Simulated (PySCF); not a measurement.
Atoms are numbered as in `[CH3:1][Al@-:2]([NH3+:3])([F:4])[Cl:5]`; H(Xn) means a hydrogen on atom n.

Geometry: PBE0-D3(BJ)/def2-SVP; GIAO absolute shieldings from PySCF 2.14, gas phase, non-relativistic, averaged over equivalent atoms.

At PBE0/STO-3G (39 basis functions, 5.5 s wall time on 1 thread of an Arm Neoverse N1, shared host):
| atoms | σ (ppm) |
| --- | --- |
| C1 | 238.6 |
| Al2 | 462.3 |
| N3 | 298.0 |
| F4 | 474.7 |
| Cl5 | 1198.3 |
| H(N3) | 30.45 |
| H(C1) | 33.18 |

Task: What do these become at BHandHLYP/pcSseg-2?

Result: 
```
atoms  σ at BHandHLYP/pcSseg-2  change
   C1                    198.5   -40.1
  Al2                    453.0    -9.3
   N3                    227.8   -70.2
   F4                    365.8  -108.9
  Cl5                    988.3  -210.0
H(N3)                    29.33   -1.12
H(C1)                    32.04   -1.14
```

The largest change is at Cl5 (chlorine bonded to Al). Cost: 278 basis functions, 61 s wall time on 1 thread of an Arm Neoverse N1, shared host.
